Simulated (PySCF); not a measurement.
TaOCl2, SMILES [O]=[Ta+]([Cl])[Cl], charge +1, multiplicity 1.

The structure is a stationary point at PBE0-D3(BJ)/def2-SVP. The multiplicity is an assumed one; other spin states were not compared. The isomer is the one that the SMILES or the coordinates give; other isomers of the formula were not compared. The def2 effective core potentials stand for the cores of Ta; spin–orbit coupling is left out.

Two levels are set side by side: PBE/def2-TZVPD (PySCF) and r2SCAN/def2-TZVPD (PySCF). Same geometry, gas phase. Differences are taken from unrounded values.

```tsv
quantity	r2SCAN
orbital gap (eV)	3.52
highest occupied level (eV)	-13.88
lowest empty level (eV)	-10.36
mean polarisability (bohr³)	60.2
```

Q: What does PBE give, and how far is it from r2SCAN? (Estimate from the structure and the level; the computed values follow.)

A: 
```tsv
quantity	PBE	PBE minus r2SCAN
orbital gap (eV)	2.99	-0.53
highest occupied level (eV)	-13.56	0.32
lowest empty level (eV)	-10.57	-0.21
mean polarisability (bohr³)	61.9	1.7
```

Rough cost on one machine, each run with all the roots and properties that it gave: r2SCAN against PBE about 3 times.
